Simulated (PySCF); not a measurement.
FGeH4P.
Bonds: F1–Ge2, Ge2–P3. Hydrogens: H4, H5 on Ge2; H6, H7 on P3.

Computed, not measured: PBE0-D3(BJ)/def2-SVP geometry optimisation, gas phase in PySCF 2.14.0.

**Question.** What internal coordinates does the optimisation give?

**Answer.** 
```json
{"bond": "F1–Ge2", "length (pm)": "174.7", "order": "single"}
{"bond": "Ge2–P3", "length (pm)": "231.6", "order": "single"}
{"bond": "Ge2–H4, Ge2–H5", "length (pm)": "153.9", "order": "single"}
{"bond": "P3–H6, P3–H7", "length (pm)": "143.0", "order": "single"}
```

Bonds in one row agree within 1 pm and their mean is given. Orders are formal, as drawn. A selection of angles:
```json
{"angle": "F1–Ge2–P3", "degrees": "106.8"}
{"angle": "F1–Ge2–H4", "degrees": "105.4"}
{"angle": "F1–Ge2–H5", "degrees": "106.5"}
{"angle": "P3–Ge2–H4", "degrees": "115.3"}
{"angle": "P3–Ge2–H5", "degrees": "110.2"}
{"angle": "H4–Ge2–H5", "degrees": "112.0"}
{"angle": "Ge2–P3–H6", "degrees": "90.8"}
{"angle": "Ge2–P3–H7", "degrees": "93.5"}
{"angle": "H6–P3–H7", "degrees": "93.1"}
```

P3 (three-coordinate phosphorus) is pyramidal (angles 93.5°, 93.1° and 90.8°, sum 277.4°, 0.89 Å off the plane of its three neighbours). Ge2 (germanium bonded to F, P and 2 H) is distorted tetrahedral (angles from 105.4° to 115.3°).

No frequency check. The numbers are those of one conformer (F1–Ge2–P3–H -179° and -86°).
